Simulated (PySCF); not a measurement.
Compound: C₁₀H₁₈.
Numbering: `[CH3:1][C:2]([CH3:3])([CH3:4])[C@@H:5]1[CH2:6][C@@H:7]1[CH:8]1[CH2:9][CH2:10]1` (hydrogens: H11, H12, H13 on C1; H14, H15, H16 on C3; H17, H18, H19 on C4; H20 on C5; H21, H22 on C6; H23 on C7; H24 on C8; H25, H26 on C9; H27, H28 on C10)

Computed, not measured: PBE0-D3(BJ)/def2-SVP geometry optimisation, gas phase in PySCF 2.14.0.

Task: What internal coordinates does the optimisation give?

Result: 
```csv
bond,length (Å),order
"C1–C2, C2–C3, C2–C4",1.531,single
C2–C5,1.528,single
C5–C6,1.499,single
C6–C7,1.506,single
C7–C8,1.500,single
C8–C9,1.501,single
C9–C10,1.496,single
C5–C7,1.509,single
C8–C10,1.504,single
C1–H11 and 8 like bonds,1.101,single
C5–H20,1.097,single
C6–H21,1.093,single
C6–H22,1.093,single
C7–H23,1.097,single
C8–H24,1.096,single
C9–H25,1.094,single
C9–H26,1.093,single
C10–H27,1.093,single
C10–H28,1.094,single
```

Bonds in one row agree within 0.01 Å and their mean is given. Orders are formal, as drawn. A selection of angles:
```csv
angle,degrees
C1–C2–C3,109.3
C1–C2–C4,108.4
C1–C2–C5,107.1
C4–C2–C5,114.5
C2–C5–C6,125.1
C2–C5–C7,128.0
C6–C5–C7,60.1
C5–C6–C7,60.3
C6–C7–C8,123.4
C5–C7–C6,59.7
C5–C7–C8,126.4
C7–C8–C9,123.3
C7–C8–C10,118.7
C9–C8–C10,59.7
C8–C9–C10,60.2
C8–C10–C9,60.1
```

Torsions: C1–C2–C5–C6 -89° (synclinal); C2–C5–C6–C7 -118° (anticlinal); C5–C6–C7–C8 116° (anticlinal); C6–C7–C8–C9 10° (synperiplanar); C7–C8–C9–C10 106° (anticlinal); C2–C5–C7–C6 113° (anticlinal); C7–C8–C10–C9 -114° (anticlinal).

The 3-membered ring C5–C6–C7 has internal angles of 59.7° to 60.3°. The 11 C–C bonds span 1.496 Å (C9–C10, drawn single) to 1.533 Å (C1–C2, drawn single), a spread of 0.037 Å. Of the pairs four or more bonds apart, C9···H18 is among the closest relative to their van der Waals radii: 2.59 Å, 89 % of the sum of Bondi's values. The 3-membered ring C8–C9–C10 has internal angles of 59.7° to 60.2°.

Point group: C1 (no symmetry element, even within 0.4 Å). Whether it is a minimum is left open (no frequencies). The numbers are those of one conformer.
